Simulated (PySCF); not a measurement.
BaCl2, triplet, at a GFN2-xTB geometry (such geometries of metal compounds can be far from the true shape) (a higher spin typed on purpose: for a closed-shell molecule this is an excited state) (core potentials on Ba); CASSCF(8,9)/def2-SVP (PySCF).

Input for PySCF:
```python
from pyscf import gto, scf, mcscf
import numpy

mol = gto.M(
    atom='''
Ba    0.587606   -0.455951    0.570398
Cl   -0.004102    0.949329   -1.773719
Cl   -1.931541    0.552628   -0.105239
''',
    basis='def2-svp',
    ecp={'Ba': 'def2-svp'},
    charge=0,
    spin=2,
    verbose=4,
)

mf = scf.ROHF(mol)
mf.kernel()
mc = mcscf.CASSCF(mf, 9, 8)
mc.fix_spin_(ss=2.0)
mc.kernel()
occ = numpy.linalg.eigvalsh(mc.fcisolver.make_rdm1(mc.ci, mc.ncas, mc.nelecas))[::-1]
ss = mc.fcisolver.spin_square(mc.ci, mc.ncas, mc.nelecas)[0]
print('natural occupations', occ.round(4), ' <S^2>', round(ss, 4))
```

It wrote (shortened):

```
PySCF version 2.14.0

[INPUT] verbose = 4
[INPUT] num. atoms = 3
[INPUT] num. electrons = 44
[INPUT] charge = 0
[INPUT] spin (= nelec alpha-beta = 2S) = 2
[INPUT] symmetry False subgroup None
[INPUT] Mole.unit = angstrom
[INPUT] Symbol           X                Y                Z      unit          X                Y                Z       unit  Magmom
[...]
nuclear repulsion = 123.616965914916
number of shells = 25
number of NR pGTOs = 121
number of NR cGTOs = 59
basis = def2-svp
ecp = {'Ba': 'def2-svp'}

******** <class 'pyscf.scf.rohf.ROHF'> ********
method = ROHF
initial guess = minao
damping factor = 0
level_shift factor = 0
DIIS = <class 'pyscf.scf.diis.CDIIS'>
diis_start_cycle = 1
diis_space = 8
diis_damp = 0
SCF conv_tol = 1e-09
SCF conv_tol_grad = None
SCF max_cycles = 50
direct_scf = True
direct_scf_tol = 1e-13
num. doubly occ = 21  num. singly occ = 2
Set gradient conv threshold to 3.16228e-05
init E= -933.735017633897
[...]
cycle= 1 E= -943.823059968537  delta_E= -10.1  |g|= 0.331  |ddm|= 1.72
[...]
cycle= 2 E= -943.843548348955  delta_E= -0.0205  |g|= 0.06  |ddm|= 0.794
[...]
cycle= 3 E= -943.845049237165  delta_E= -0.0015  |g|= 0.0154  |ddm|= 0.113
[...]
cycle= 4 E= -943.845253987587  delta_E= -0.000205  |g|= 0.0039  |ddm|= 0.0487
[...]
cycle= 5 E= -943.845323271163  delta_E= -6.93e-05  |g|= 0.0018  |ddm|= 0.0317
[...]
cycle= 6 E= -943.845345822187  delta_E= -2.26e-05  |g|= 0.000881  |ddm|= 0.0174
[...]
cycle= 7 E= -943.845354244973  delta_E= -8.42e-06  |g|= 0.00019  |ddm|= 0.0156
[...]
cycle= 8 E= -943.845354537293  delta_E= -2.92e-07  |g|= 6.66e-05  |ddm|= 0.00299
[...]
cycle= 9 E= -943.845354572668  delta_E= -3.54e-08  |g|= 3.04e-05  |ddm|= 0.000776
[...]
cycle= 10 E= -943.845354581871  delta_E= -9.2e-09  |g|= 6.49e-06  |ddm|= 0.000508
[...]
cycle= 11 E= -943.845354582173  delta_E= -3.01e-10  |g|= 2.14e-06  |ddm|= 7.85e-05
[...]
Extra cycle  E= -943.8453545822  delta_E= -2.75e-11  |g|= 1.24e-06  |ddm|= 1.29e-05
converged SCF energy = -943.8453545822

******** <class 'pyscf.mcscf.mc1step.CASSCF'> ********
CAS (5e+3e, 9o), ncore = 18, nvir = 32
max_cycle_macro = 50
max_cycle_micro = 4
conv_tol = 1e-07
conv_tol_grad = None
orbital rotation max_stepsize = 0.02
orbital rotation threshold for CI restart = 0.01
augmented hessian ah_max_cycle = 30
augmented hessian ah_conv_tol = 1e-12
augmented hessian ah_linear dependence = 1e-14
augmented hessian ah_level shift = 1e-08
augmented hessian ah_start_tol = 2.5
augmented hessian ah_start_cycle = 3
augmented hessian ah_grad_trust_region = 3
kf_trust_region = 3
kf_interval = 4
ci_response_space = 4
ci_grad_trust_region = 3
with_dep4 0
natorb = False
canonicalization = True
sorting_mo_energy = False
ao2mo_level = 2
internal_rotation = False
******** <class 'pyscf.fci.addons.SpinPenaltyFCISolver'> ********
max. cycles = 50
conv_tol = 1e-08
davidson only = True
linear dependence = 1e-12
level shift = 0.001
max iter space = 12
nroots = 1
pspace_size = 400
spin = None
CASCI E = -943.845812748499  S^2 = 2.0000000
Set conv_tol_grad to 0.000316228
macro iter   1 ( 21 JK    4 micro), CASSCF E = -943.847594923388  dE = -1.78217489e-03  S^2 = 2.0000000
               |grad[o]|=0.0018  |grad[c]|=0.0333  |ddm|=0.00923  |maxRot[o]|=0.196
macro iter   2 ( 21 JK    4 micro), CASSCF E = -943.851733240308  dE = -4.13831692e-03  S^2 = 2.0000000
               |grad[o]|=0.00863  |grad[c]|=0.0356  |ddm|=0.00942  |maxRot[o]|=0.257
macro iter   3 ( 21 JK    4 micro), CASSCF E = -943.856746479161  dE = -5.01323885e-03  S^2 = 2.0000000
               |grad[o]|=0.0149  |grad[c]|=0.0397  |ddm|=0.012  |maxRot[o]|=0.236
macro iter   4 ( 21 JK    4 micro), CASSCF E = -943.861482646319  dE = -4.73616716e-03  S^2 = 2.0000000
               |grad[o]|=0.0136  |grad[c]|=0.0323  |ddm|=0.0104  |maxRot[o]|=0.205
macro iter   5 ( 21 JK    4 micro), CASSCF E = -943.865293389428  dE = -3.81074311e-03  S^2 = 2.0000000
               |grad[o]|=0.00987  |grad[c]|=0.0238  |ddm|=0.00429  |maxRot[o]|=0.169
[...]
               |grad[o]|=0.00949  |grad[c]|=0.0101  |ddm|=0.0046  |maxRot[o]|=0.103
macro iter  33 ( 20 JK    4 micro), CASSCF E = -943.904884717335  dE = -5.61033342e-04  S^2 = 2.0000000
               |grad[o]|=0.0083  |grad[c]|=0.0115  |ddm|=0.00462  |maxRot[o]|=0.095
macro iter  34 ( 21 JK    4 micro), CASSCF E = -943.905228340555  dE = -3.43623220e-04  S^2 = 2.0000000
               |grad[o]|=0.0064  |grad[c]|=0.00963  |ddm|=0.00482  |maxRot[o]|=0.0929
macro iter  35 ( 21 JK    4 micro), CASSCF E = -943.905359372392  dE = -1.31031838e-04  S^2 = 2.0000000
               |grad[o]|=0.00622  |grad[c]|=0.00835  |ddm|=0.00369  |maxRot[o]|=0.079
macro iter  36 ( 21 JK    4 micro), CASSCF E = -943.905455344734  dE = -9.59723415e-05  S^2 = 2.0000000
               |grad[o]|=0.00601  |grad[c]|=0.00741  |ddm|=0.00339  |maxRot[o]|=0.0541
macro iter  37 ( 21 JK    4 micro), CASSCF E = -943.905537964020  dE = -8.26192862e-05  S^2 = 2.0000000
               |grad[o]|=0.00599  |grad[c]|=0.00749  |ddm|=0.00387  |maxRot[o]|=0.038
macro iter  38 ( 21 JK    4 micro), CASSCF E = -943.905715833011  dE = -1.77868991e-04  S^2 = 2.0000000
               |grad[o]|=0.00563  |grad[c]|=0.00705  |ddm|=0.00487  |maxRot[o]|=0.0277
macro iter  39 ( 21 JK    4 micro), CASSCF E = -943.905823617504  dE = -1.07784493e-04  S^2 = 2.0000000
               |grad[o]|=0.00502  |grad[c]|=0.00637  |ddm|=0.00579  |maxRot[o]|=0.022
macro iter  40 ( 21 JK    4 micro), CASSCF E = -943.905887470365  dE = -6.38528610e-05  S^2 = 2.0000000
               |grad[o]|=0.00454  |grad[c]|=0.00583  |ddm|=0.00541  |maxRot[o]|=0.0175
macro iter  41 ( 21 JK    4 micro), CASSCF E = -943.905922321806  dE = -3.48514409e-05  S^2 = 2.0000000
               |grad[o]|=0.00433  |grad[c]|=0.00563  |ddm|=0.00548  |maxRot[o]|=0.0125
macro iter  42 ( 21 JK    4 micro), CASSCF E = -943.905948960873  dE = -2.66390674e-05  S^2 = 2.0000000
               |grad[o]|=0.00423  |grad[c]|=0.00537  |ddm|=0.00506  |maxRot[o]|=0.00926
macro iter  43 ( 21 JK    4 micro), CASSCF E = -943.905961053544  dE = -1.20926707e-05  S^2 = 2.0000000
               |grad[o]|=0.00411  |grad[c]|=0.00536  |ddm|=0.00508  |maxRot[o]|=0.00626
macro iter  44 ( 21 JK    4 micro), CASSCF E = -943.905976247147  dE = -1.51936036e-05  S^2 = 2.0000000
               |grad[o]|=0.00413  |grad[c]|=0.00513  |ddm|=0.00474  |maxRot[o]|=0.0063
macro iter  45 ( 21 JK    4 micro), CASSCF E = -943.905979977598  dE = -3.73045077e-06  S^2 = 2.0000000
               |grad[o]|=0.004  |grad[c]|=0.00526  |ddm|=0.00491  |maxRot[o]|=0.00567
macro iter  46 ( 21 JK    4 micro), CASSCF E = -943.905991417523  dE = -1.14399254e-05  S^2 = 2.0000000
               |grad[o]|=0.00408  |grad[c]|=0.00504  |ddm|=0.00465  |maxRot[o]|=0.00633
macro iter  47 ( 18 JK    4 micro), CASSCF E = -943.906110636772  dE = -1.19219249e-04  S^2 = 2.0000000
               |grad[o]|=0.00392  |grad[c]|=0.00462  |ddm|=0.00516  |maxRot[o]|= 0.02
macro iter  48 ( 14 JK    4 micro), CASSCF E = -943.906229978189  dE = -1.19341417e-04  S^2 = 2.0000000
               |grad[o]|=0.00321  |grad[c]|=0.00319  |ddm|=0.00409  |maxRot[o]|=0.0255
macro iter  49 ( 13 JK    4 micro), CASSCF E = -943.906322559956  dE = -9.25817670e-05  S^2 = 2.0000000
               |grad[o]|=0.0022  |grad[c]|=0.00109  |ddm|=0.00314  |maxRot[o]|=0.0365
macro iter  50 ( 13 JK    4 micro), CASSCF E = -943.906341502692  dE = -1.89427360e-05  S^2 = 2.0000000
               |grad[o]|=0.000898  |grad[c]|=0.000597  |ddm|=0.00257  |maxRot[o]|=0.0177
1-step CASSCF not converged,  50 macro (1021 JK 200 micro) steps
CASSCF canonicalization
Density matrix diagonal elements [1.98605534 1.97919001 1.98569276 1.00089967 0.99989043 0.01247547
 0.01301785 0.01131215 0.01146633]
CASSCF energy = -943.906341502692
CASCI E = -943.906341502692  E(CI) = -12.7243317252232  S^2 = 2.0000000
natural occupations [1.9872 1.9857 1.9788 1.0003 1.     0.013  0.0125 0.0119 0.0107]  <S^2> 2.0
```

Convergence was not reached.
